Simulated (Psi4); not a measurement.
C₂H₆In (SMILES [CH3][In+][CH3]), charge +1, singlet, at a GFN2-xTB geometry (such geometries of metal compounds can be far from the true shape) (all electrons, no relativity); HF/STO-3G in Psi4.

Here is a job for Psi4.
```
memory 2 GB

molecule {
1 1
In    0.00000000    0.00000000    0.00000000
C     1.76799887    0.26458391   -1.43355759
H     2.41242023   -0.60590237   -1.30508096
H     2.27064356    1.18959701   -1.14854782
H     1.35310159    0.31962734   -2.44071297
C    -1.76799887   -0.26458391    1.43355759
H    -2.25762428   -1.20072172    1.16255120
H    -2.42355682    0.59505423    1.28934408
H    -1.35498428   -0.29765450    2.44244647
}

set {
  basis sto-3g
  scf_type pk
  damping_percentage 50
}

energy('scf')
print_variables()
```

It wrote (shortened):

```
   => Loading Basis Set <=

    Name: STO-3G
    Role: ORBITAL
    Keyword: BASIS

         ---------------------------------------------------------
                                   SCF
               by Justin Turney, Rob Parrish, Andy Simmonett
                          and Daniel G. A. Smith
                              RHF Reference
         ---------------------------------------------------------

  ==> Geometry <==

    Molecular point group: c1
    Full point group: C1

    Geometry (in Angstrom), charge = 1, multiplicity = 1:

       Center              X                  Y                   Z               Mass
    ------------   -----------------  -----------------  -----------------  -----------------
         IN           0.000000000000     0.000000000070     0.000000000000   114.903878776000
         C            1.767998870000     0.264583910070    -1.433557590000    12.000000000000
         H            2.412420230000    -0.605902369930    -1.305080960000     1.007825032230
         H            2.270643560000     1.189597010070    -1.148547820000     1.007825032230
         H            1.353101590000     0.319627340070    -2.440712970000     1.007825032230
         C           -1.767998870000    -0.264583909930     1.433557590000    12.000000000000
         H           -2.257624280000    -1.200721719930     1.162551200000     1.007825032230
         H           -2.423556820000     0.595054230070     1.289344080000     1.007825032230
         H           -1.354984280000    -0.297654499930     2.442446470000     1.007825032230

  Running in c1 symmetry.

  Rotational constants: A =      2.55884  B =      0.09891  C =      0.09891 [cm^-1]
  Rotational constants: A =  76712.12851  B =   2965.15910  C =   2965.15910 [MHz]
  Nuclear repulsion =  219.237193745523683

  Charge       = 1
  Multiplicity = 1
  Electrons    = 66
  Nalpha       = 33
  Nbeta        = 33

  ==> Algorithm <==

  SCF Algorithm Type is PK.
  DIIS enabled.
  MOM disabled.
  Fractional occupation disabled.
  Guess Type is SAD.
  Energy threshold   = 1.00e-06
  Density threshold  = 1.00e-06
  Integral threshold = 1.00e-12

  ==> Primary Basis <==

  Basis Set: STO-3G
    Blend: STO-3G
    Number of shells: 23
    Number of basis functions: 43
    Number of Cartesian functions: 45
    Spherical Harmonics?: true
    Max angular momentum: 2

  ==> Integral Setup <==

  Using in-core PK algorithm.
   Calculation information:
      Number of atoms:                   9
[...]
   @RHF iter  89: -5761.02762487927066   -6.76091e-05   8.47493e-06 DIIS/DAMP=50%
   @RHF iter  90: -5761.02819886573070   -5.73986e-04   7.81163e-06 DIIS/DAMP=50%
   @RHF iter  91: -5761.02677103846418    1.42783e-03   7.98186e-06 DIIS/DAMP=50%
   @RHF iter  92: -5761.02709502481866   -3.23986e-04   1.22060e-05 DIIS/DAMP=50%
   @RHF iter  93: -5761.02711011727388   -1.50925e-05   1.54417e-05 DIIS/DAMP=50%
   @RHF iter  94: -5761.02781712656360   -7.07009e-04   1.71693e-05 DIIS/DAMP=50%
   @RHF iter  95: -5761.02877937252197   -9.62246e-04   1.41647e-05 DIIS/DAMP=50%
   @RHF iter  96: -5761.02759820586289    1.18117e-03   1.00134e-05 DIIS/DAMP=50%
   @RHF iter  97: -5761.02799390986911   -3.95704e-04   9.65557e-06 DIIS/DAMP=50%
   @RHF iter  98: -5761.02802697536026   -3.30655e-05   7.74720e-06 DIIS/DAMP=50%
   @RHF iter  99: -5761.02787607861774    1.50897e-04   5.99771e-06 DIIS/DAMP=50%
   @RHF iter 100: -5761.02784420085118    3.18778e-05   4.92763e-06 DIIS/DAMP=50%

PsiException: Could not converge SCF iterations in 100 iterations.

  Failed to converge.

Traceback (most recent call last):
  File "psi4", line 375, in <module>
  File "<string>", line 31, in <module>
  File "site-packages/psi4/driver/driver.py", line 533, in energy
  File "site-packages/psi4/driver/procrouting/proc.py", line 2760, in run_scf
  File "site-packages/psi4/driver/procrouting/proc.py", line 2047, in scf_helper
  File "site-packages/psi4/driver/procrouting/scf_proc/scf_iterator.py", line 93, in scf_compute_energy
  File "site-packages/psi4/driver/procrouting/scf_proc/scf_iterator.py", line 86, in scf_compute_energy
  File "site-packages/psi4/driver/procrouting/scf_proc/scf_iterator.py", line 609, in scf_iterate

psi4.driver.p4util.exceptions.SCFConvergenceError: Could not converge SCF iterations in 100 iterations.

Printing out the relevant lines from the Psithon --> Python processed input file:
    """)
    core.IO.set_default_namespace("")
    core.set_global_option("BASIS", "sto-3g")
    core.set_global_option("SCF_TYPE", "pk")
    core.set_global_option("DAMPING_PERCENTAGE", 50)
--> energy('scf')
    print_variables()

!-------------------------------------------------------!
!                                                       !
!  Could not converge SCF iterations in 100 iterations. !
!                                                       !
!-------------------------------------------------------!
```

Convergence was not reached.
